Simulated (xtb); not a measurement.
C$_{3}$H$_{5}$, charge -1, singlet, geometry from GFN2-xTB, atoms displaced at random by about 0.1 Å a coordinate. Base run: GFN2-xTB (xtb).

Here is a job for xtb.
```
$ xtb mol.xyz --gfn 2 --chrg -1 --opt --json

# file mol.xyz
8

C      1.09872441     0.20418271    -0.17491149
C      0.15031807     0.77835788     0.06799607
H      1.57936879    -0.92770937     0.00986249
H      2.11853741     0.77058836    -0.03244679
C     -1.15616864    -0.39995272     0.09236615
H     -0.84665013    -1.55924573     0.06992498
H     -1.68562277    -0.34753397     0.90984815
H     -1.83349199    -0.49768563    -0.84884953
```

Variants of this job, named by their change:

```csv
change,ΔE vs base (kJ/mol),optimiser steps
base,0.00,14
engine = inertial,0.03,-
opt level = crude,0.55,6
alpb = thf,-226.5,13
opt level = tight,0.00,15
alpb = dmf,-228.7,13
opt level = loose,0.11,8
opt level = extreme,0.00,17
engine = lbfgs,0.00,-
opt level = vtight,0.00,16
```
